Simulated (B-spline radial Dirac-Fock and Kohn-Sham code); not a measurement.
## Ni⁷⁺: photoemission with 538 eV photons

System: nickel as Ni⁷⁺, 1s2 2s2 2p6 3s2 3p6 3d3.

Method: Dirac-Hartree-Slater photoionisation with all multipoles and Dirac-Fock thresholds. Computed with an atomic code on a B-spline grid. The asymmetry parameter β is from the dipole term alone. Kinetic energies are from the vacuum level. Open shells are spread statistically over j, without multiplet splitting.

```csv
subshell,electrons,binding (eV),kinetic (eV),σ (kb),β
3s,2,275.9,262.1,87.3,2.00
3p1/2,2,228.6,309.4,111,1.62
3p3/2,4,226.0,312.0,221,1.62
3d3/2,1.2,159.6,378.4,38.1,1.26
3d5/2,1.8,159.2,378.8,56.4,1.25
```

Branching ratios of the spin-orbit partners (statistical value in brackets): 3p 1.99 (2.00), 3d 1.48 (1.50).

Run: 4.2 s of CPU time on 1 thread of Intel(R) Xeon(R) Platinum 8375C CPU @ 2.90GHz (shared host), peak memory 0.32 GiB.
